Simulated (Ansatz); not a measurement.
C3H5O, SMILES [CH]=C(C)O, multiplicity 2.

Geometry optimised at B3LYP-D3(BJ)/def2-SVP. The isomer is the one that the SMILES or the coordinates give; other isomers of the formula were not compared. One conformer was computed; it need not be the lowest.

Two levels are set side by side: PBE/def2-SVPD (Ansatz, a quantum-chemistry and plane-wave program) and PBE0/def2-SVPD (Ansatz). Energy differences of separate SCF runs at the same geometry; the states with an electron removed or added have multiplicity 3 and 1. Differences are taken from unrounded values.

```csv
quantity,PBE
vertical ionisation energy (eV),8.88
```

These are the PBE values. What does PBE0 give? (The exact figures need the calculation; the answer reports its results.)


| quantity | PBE0 | PBE minus PBE0 |
|---|---|---|
| vertical ionisation energy (eV) | 8.94 | -0.05 |

Here PBE gives about what the other level gives.
